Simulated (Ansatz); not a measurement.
Relaxation of C₄H₁₅ClN₂Si₂ (24 atoms, charge 0, multiplicity 1), to a largest force component of 0.02 eV/Å in at most 40 steps.

Computed with RKS PBE0-D4/STO-3G (Ansatz).

```xyz
24
Properties=species:S:1:pos:R:3:forces:R:3
Si 0.000 0.000 0.000 -2.48 0.25 -1.83
Cl 0.000 0.000 2.130 -0.16 -0.19 -0.13
Si 2.094 0.000 -0.739 1.07 0.14 -0.19
H 2.551 -1.376 -0.908 -0.10 0.44 0.04
H 2.157 0.694 -2.022 0.07 -0.23 0.36
H 2.951 0.682 0.226 -0.15 -0.22 -0.38
N -0.857 1.485 -0.606 1.74 -2.66 1.15
C -2.272 1.409 -0.998 0.31 0.31 0.09
H -2.825 0.778 -0.270 -0.09 0.18 -0.34
H -2.709 2.429 -1.010 -0.04 -0.38 -0.02
H -2.352 0.961 -2.011 -0.47 0.11 0.08
C -0.135 2.762 -0.704 -0.59 -0.23 -0.05
H -0.244 3.171 -1.730 0.21 0.24 0.22
H -0.557 3.483 0.028 0.32 0.26 -0.20
H 0.940 2.598 -0.483 -0.39 0.20 -0.09
N -0.857 -1.485 -0.606 1.63 1.86 1.72
C -1.599 -2.340 0.332 -0.10 0.13 -0.60
H -1.222 -2.174 1.363 -0.23 -0.08 -0.29
H -2.679 -2.087 0.289 -0.08 -0.42 0.35
H -1.457 -3.405 0.054 -0.18 0.17 0.20
C -0.808 -1.831 -2.034 -0.25 0.19 0.63
H -1.610 -1.286 -2.575 0.17 -0.27 -0.47
H 0.179 -1.543 -2.451 -0.29 -0.12 -0.13
H -0.957 -2.924 -2.156 0.07 0.32 -0.11
```

Q: Where does it end, and by what steps?

A: The forces met the threshold. Limits of this set-up: minimal basis. After 20 steps the energy has fallen by 0.704 eV; H10 moved furthest, 1.57 Å.

```
step  energy less start (eV)  largest force component (eV/Å)  accepted
   0                  0.0000                           2.663       yes
   1                 -0.3923                           1.517       yes
   2                 -0.5022                           0.304       yes
   3                 -0.5605                           0.252       yes
   4                 -0.5752                           1.051       yes
   5                 -0.6220                           0.130       yes
   6                 -0.6482                           0.085       yes
   7                 -0.6699                           0.156       yes
   8                 -0.6629                           0.639        no
   9                 -0.6817                           0.079       yes
  10                 -0.6880                           0.135       yes
  11                 -0.6894                           0.286       yes
  12                 -0.6932                           0.199       yes
  13                 -0.6976                           0.063       yes
  14                 -0.6995                           0.034       yes
  15                 -0.7013                           0.053       yes
  16                 -0.7022                           0.061       yes
  17                 -0.7030                           0.044       yes
  18                 -0.7034                           0.029       yes
  19                 -0.7035                           0.038       yes
  20                 -0.7037                           0.018       yes
```

```xyz
24
Properties=species:S:1:pos:R:3
Si 0.043 -0.015 -0.209
Cl -0.104 0.145 1.915
Si 2.207 0.051 -0.858
H 2.826 -1.232 -0.629
H 2.293 0.365 -2.264
H 2.923 1.057 -0.113
N -0.826 1.331 -0.926
C -2.288 1.410 -0.671
H -2.753 0.436 -0.882
H -2.538 1.696 0.370
H -2.738 2.160 -1.344
C -0.200 2.672 -0.780
H -0.686 3.382 -1.469
H -0.282 3.087 0.244
H 0.867 2.617 -1.042
N -0.685 -1.550 -0.564
C -1.910 -2.022 0.105
H -1.978 -1.565 1.104
H -2.837 -1.784 -0.455
H -1.874 -3.119 0.228
C -0.480 -2.152 -1.894
H -1.225 -1.823 -2.646
H 0.520 -1.894 -2.277
H -0.543 -3.252 -1.825
```

Whether the end is a true minimum wasn't checked by a vibrational analysis.

Run time: 2.1 min on 1 thread of Intel(R) Xeon(R) 6975P-C (Granite Rapids) (shared host), peak memory 0.25 GiB.
